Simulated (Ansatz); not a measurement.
In4S4Cl4⁺, that is (ClInS)4 cubane with one electron fewer. The state is a doublet with charge 1. Geometry r2SCAN-D4/def2-SVP, that of the neutral singlet; atoms count from 1.

```csv
atom,x (Å),y (Å),z (Å)
In1,0.102,0.084,2.087
Cl2,0.220,0.176,4.415
S3,-1.634,-1.392,0.915
In4,0.324,-1.966,-0.635
Cl5,0.680,-4.160,-1.344
S6,2.109,-0.708,0.704
In7,1.464,1.248,-0.820
Cl8,3.097,2.642,-1.732
S9,-0.362,2.193,0.709
In10,-1.890,0.634,-0.632
Cl11,-3.998,1.342,-1.339
S12,-0.113,-0.093,-2.329
```

In the def2 sets In takes a core potential; there is no spin–orbit coupling. Single mean-field runs in def2-TZVP are fitted with def2-universal-jkfit.

(1) Estimate the Mulliken populations from the PBE0/def2-TZVP orbitals of Ansatz.

(2) Where does the spin sit?

(3) And the Mayer bond orders between heavy atoms (over 0.3)?

## Answers

(1) 
```json
{"atom": "In1", "charge (e)": "0.73", "spin (α − β)": "-0.04"}
{"atom": "Cl2", "charge (e)": "-0.24", "spin (α − β)": "0.02"}
{"atom": "S3", "charge (e)": "-0.17", "spin (α − β)": "0.59"}
{"atom": "In4", "charge (e)": "0.73", "spin (α − β)": "-0.04"}
{"atom": "Cl5", "charge (e)": "-0.24", "spin (α − β)": "0.02"}
{"atom": "S6", "charge (e)": "-0.28", "spin (α − β)": "0.14"}
{"atom": "In7", "charge (e)": "0.77", "spin (α − β)": "0.01"}
{"atom": "Cl8", "charge (e)": "-0.24", "spin (α − β)": "0.04"}
{"atom": "S9", "charge (e)": "-0.28", "spin (α − β)": "0.14"}
{"atom": "In10", "charge (e)": "0.73", "spin (α − β)": "-0.04"}
{"atom": "Cl11", "charge (e)": "-0.24", "spin (α − β)": "0.02"}
{"atom": "S12", "charge (e)": "-0.28", "spin (α − β)": "0.14"}
```
Mulliken values depend strongly on the basis.

(2) Summed by element: In -0.11, Cl 0.11, S 1.00, of 1 unpaired in all. Largest on single atoms: S3 0.59, S12 0.14, S6 0.14.

(3) In1–Cl2 1.08 (2.33 Å); In1–S3 0.58 (2.56 Å); In1–S6 0.70 (2.56 Å); In1–S9 0.70 (2.56 Å); S3–In4 0.58 (2.56 Å); S3–In10 0.58 (2.56 Å); In4–Cl5 1.08 (2.33 Å); In4–S6 0.70 (2.56 Å); In4–S12 0.70 (2.56 Å); S6–In7 0.65 (2.56 Å); In7–Cl8 1.07 (2.33 Å); In7–S9 0.65 (2.56 Å); In7–S12 0.65 (2.56 Å); S9–In10 0.70 (2.56 Å); In10–Cl11 1.08 (2.33 Å); In10–S12 0.70 (2.56 Å).
